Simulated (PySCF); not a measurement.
F₆W, triplet, at a GFN2-xTB geometry (such geometries of metal compounds can be far from the true shape) (the multiplicity is a formal guess) (core potentials on W); PySCF with PBE/def2-SV(P).

PySCF was given this input:
```python
from pyscf import gto, scf, dft

mol = gto.M(
    atom='''
W    -0.00000000    0.00000000   -0.00000000
F     1.07802634   -0.71487218   -1.53249694
F    -1.07802634    0.71487218    1.53249694
F    -1.14074725    0.76591483   -1.15973268
F    -0.80247594   -1.79471434   -0.39593272
F     0.80247594    1.79471434    0.39593272
F     1.14074725   -0.76591483    1.15973268
''',
    basis='def2-sv(p)',
    ecp={'W': 'def2-sv(p)'},
    spin=2,
    verbose=4,
)

mf = dft.UKS(mol)
mf.xc = 'pbe'
mf.kernel()
mo_i, mo_e, stable_i, stable_e = mf.stability(internal=True, external=False, return_status=True, nroots=6, tol=1e-6)
print('internally stable:', stable_i, ' externally stable:', stable_e)
if not stable_i:
    umf = mf.copy()
    umf.scf_summary = {}
    umf.kernel(umf.make_rdm1(mo_i, mf.mo_occ))
mf.analyze()
```

What the program printed (banner, timings and long lists left out):

```
PySCF version 2.14.0

[INPUT] verbose = 4
[INPUT] num. atoms = 7
[INPUT] num. electrons = 68
[INPUT] charge = 0
[INPUT] spin (= nelec alpha-beta = 2S) = 2
[INPUT] symmetry False subgroup None
[INPUT] Mole.unit = angstrom
[INPUT] Symbol           X                Y                Z      unit          X                Y                Z       unit  Magmom
[...]
nuclear repulsion = 429.762002654077
number of shells = 47
number of NR pGTOs = 194
number of NR cGTOs = 109
basis = def2-sv(p)
ecp = {'W': 'def2-sv(p)'}

******** <class 'pyscf.dft.uks.UKS'> ********
method = UKS
initial guess = minao
damping factor = 0
level_shift factor = 0
DIIS = <class 'pyscf.scf.diis.CDIIS'>
diis_start_cycle = 1
diis_space = 8
diis_damp = 0
SCF conv_tol = 1e-09
SCF conv_tol_grad = None
SCF max_cycles = 50
direct_scf = True
direct_scf_tol = 1e-13
number electrons alpha = 35  beta = 33
XC library pyscf.dft.libxc version 7.1.2
    S. Lehtola, C. Steigemann, M. J. T. Oliveira, and M. A. L. Marques,  SoftwareX 7, 1–5 (2018)
XC functionals = pbe
    J. P. Perdew, K. Burke, and M. Ernzerhof,  Phys. Rev. Lett. 77, 3865 (1996)
    J. P. Perdew, K. Burke, and M. Ernzerhof,  Phys. Rev. Lett. 78, 1396 (1997)
    J. P. Perdew, K. Burke, and M. Ernzerhof,  Phys. Rev. Lett. 77, 3865 (1996)
    J. P. Perdew, K. Burke, and M. Ernzerhof,  Phys. Rev. Lett. 78, 1396 (1997)
radial grids:
    Treutler-Ahlrichs [JCP 102, 346 (1995); DOI:10.1063/1.469408] (M4) radial grids

becke partition: Becke, JCP 88, 2547 (1988); DOI:10.1063/1.454033
pruning grids: <function nwchem_prune>
grids dens level: 3
symmetrized grids: False
atomic radii adjust function: <function treutler_atomic_radii_adjust>
small_rho_cutoff = 0
Set gradient conv threshold to 3.16228e-05
tot grids = 109880
init E= -653.02372763483

cycle= 1 E= -664.845761978408  delta_E= -11.8  |g|= 1.01  |ddm|= 5.13
cycle= 2 E= -659.871680445302  delta_E= 4.97  |g|= 3.58  |ddm|= 3.14

cycle= 3 E= -665.194729925687  delta_E= -5.32  |g|= 0.389  |ddm|= 2.67

cycle= 4 E= -665.22598793371  delta_E= -0.0313  |g|= 0.272  |ddm|= 0.458

cycle= 5 E= -665.248751747882  delta_E= -0.0228  |g|= 0.0882  |ddm|= 0.229

cycle= 6 E= -665.252446684283  delta_E= -0.00369  |g|= 0.0151  |ddm|= 0.0805

cycle= 7 E= -665.252539482334  delta_E= -9.28e-05  |g|= 0.00233  |ddm|= 0.0111

cycle= 8 E= -665.250933157982  delta_E= 0.00161  |g|= 0.0554  |ddm|= 0.0662

cycle= 9 E= -665.252541896027  delta_E= -0.00161  |g|= 0.000479  |ddm|= 0.0648

[...]
converged SCF energy = -665.252542000615  <S^2> = 2.0031818  2S+1 = 3.0021205
<class 'pyscf.dft.uks.UKS'> wavefunction is stable in the internal stability analysis
internally stable: True  externally stable: None
Total Energy =                        -665.252542000614994
[...]
spin_pop of  2 F 3s        0.00002
spin_pop of  2 F 2px       0.10588
spin_pop of  2 F 2py       0.17287
spin_pop of  2 F 2pz       0.00060
spin_pop of  2 F 3px       0.00306
spin_pop of  2 F 3py       0.00450
spin_pop of  2 F 3pz       0.00004
spin_pop of  2 F 3dxy     -0.00000
spin_pop of  2 F 3dyz      0.00010
spin_pop of  2 F 3dz^2    -0.00000
spin_pop of  2 F 3dxz      0.00005
spin_pop of  2 F 3dx2-y2    0.00011
spin_pop of  3 F 1s        0.00000
spin_pop of  3 F 2s        0.00033
spin_pop of  3 F 3s        0.00232
spin_pop of  3 F 2px      -0.00734
spin_pop of  3 F 2py      -0.00685
spin_pop of  3 F 2pz      -0.00608
spin_pop of  3 F 3px       0.00030
spin_pop of  3 F 3py       0.00007
spin_pop of  3 F 3pz       0.00014
spin_pop of  3 F 3dxy      0.00002
spin_pop of  3 F 3dyz      0.00007
spin_pop of  3 F 3dz^2     0.00001
spin_pop of  3 F 3dxz      0.00002
spin_pop of  3 F 3dx2-y2    0.00004
spin_pop of  4 F 1s       -0.00000
spin_pop of  4 F 2s        0.00161
spin_pop of  4 F 3s        0.00137
spin_pop of  4 F 2px       0.13932
spin_pop of  4 F 2py      -0.00199
spin_pop of  4 F 2pz       0.14199
spin_pop of  4 F 3px       0.00327
spin_pop of  4 F 3py       0.00005
spin_pop of  4 F 3pz       0.00331
spin_pop of  4 F 3dxy      0.00007
spin_pop of  4 F 3dyz      0.00013
spin_pop of  4 F 3dz^2     0.00002
spin_pop of  4 F 3dxz      0.00001
spin_pop of  4 F 3dx2-y2    0.00001
spin_pop of  5 F 1s       -0.00000
spin_pop of  5 F 2s        0.00161
spin_pop of  5 F 3s        0.00137
spin_pop of  5 F 2px       0.13931
spin_pop of  5 F 2py      -0.00199
spin_pop of  5 F 2pz       0.14198
spin_pop of  5 F 3px       0.00327
spin_pop of  5 F 3py       0.00005
spin_pop of  5 F 3pz       0.00331
spin_pop of  5 F 3dxy      0.00007
spin_pop of  5 F 3dyz      0.00013
spin_pop of  5 F 3dz^2     0.00002
spin_pop of  5 F 3dxz      0.00001
spin_pop of  5 F 3dx2-y2    0.00001
spin_pop of  6 F 1s        0.00000
spin_pop of  6 F 2s        0.00033
spin_pop of  6 F 3s        0.00232
spin_pop of  6 F 2px      -0.00734
spin_pop of  6 F 2py      -0.00685
spin_pop of  6 F 2pz      -0.00608
spin_pop of  6 F 3px       0.00030
spin_pop of  6 F 3py       0.00007
spin_pop of  6 F 3pz       0.00014
spin_pop of  6 F 3dxy      0.00002
spin_pop of  6 F 3dyz      0.00007
spin_pop of  6 F 3dz^2     0.00001
spin_pop of  6 F 3dxz      0.00002
spin_pop of  6 F 3dx2-y2    0.00004
In total            35.00000 | 33.00000
Dipole moment(X, Y, Z, Debye): -0.00002, -0.00011, -0.00005
```
